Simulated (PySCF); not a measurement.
C4HCl2F, SMILES C(F)(C#C)=C(Cl)Cl. Heavy atoms are numbered as in [CH:1]#[C:2][C:3]([F:4])=[C:5]([Cl:6])[Cl:7]. Hydrogens are named by the atom that carries them.

The structure is a stationary point at ωB97X-D3(BJ)/def2-SVP. The structure was generated by enumeration, and PubChem lists no compound with its InChIKey, so it may never have been made.

Method: M06-2X/def2-TZVP in PySCF.

ESP charges are fitted to the potential on shells at 1.4 to 2.0 van der Waals radii. Atomic charges (e), one atom of each kind:

| atom | ESP fit | IAO |
|---|---|---|
| C1 (CH) | -0.34 | -0.17 |
| C2 | -0.12 | -0.06 |
| C3 | 0.53 | 0.27 |
| F4 | -0.20 | -0.26 |
| C5 | -0.30 | -0.09 |
| Cl6 | 0.05 | 0.05 |
| H on C1 | 0.32 | 0.21 |

Question: Give the Mayer and Wiberg (Löwdin basis) orders of the bonds. (The exact figures need the calculation; the answer reports its results.)

Answer: 
| bond | Mayer | Wiberg |
|---|---|---|
| C1–C2 | 2.95 | 2.90 |
| C2–C3 | 1.18 | 1.27 |
| C3–F4 | 1.11 | 1.72 |
| C3–C5 | 1.76 | 1.86 |
| C5–Cl6 | 1.19 | 1.75 |
| C5–Cl7 | 1.18 | 1.76 |
